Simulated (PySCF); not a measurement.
## Radial density of C³⁺ (carbon, charge +3)

UHF, [He] 2s1, 2S determinant. All numbers are calculated (PySCF 2.14, the spin-free X2C one-electron Hamiltonian (Gaussian nucleus), in aug-cc-pVDZ-DK (4s3p2d, 23 functions)).

```
r (bohr)  4πr²ρ (e/bohr)  4πr²(ρα − ρβ)
 0.00555         0.04661         0.0012
 0.00933          0.1259         0.0033
  0.0157          0.3262         0.0087
  0.0264          0.8090         0.0218
  0.0444           1.840         0.0499
  0.0747           3.638         0.0986
   0.126           5.653         0.1456
   0.211           5.924         0.1138
   0.355           3.246         0.0027
   0.598          0.8815         0.2468
    1.01          0.8654         0.8440
    1.69          0.4770         0.4769
    2.85         0.02390         0.0239
    4.79       5.326e-05         0.0001
```

Densities and radii are taken from the X2C orbitals without a picture-change correction, which distorts them close to the nucleus.
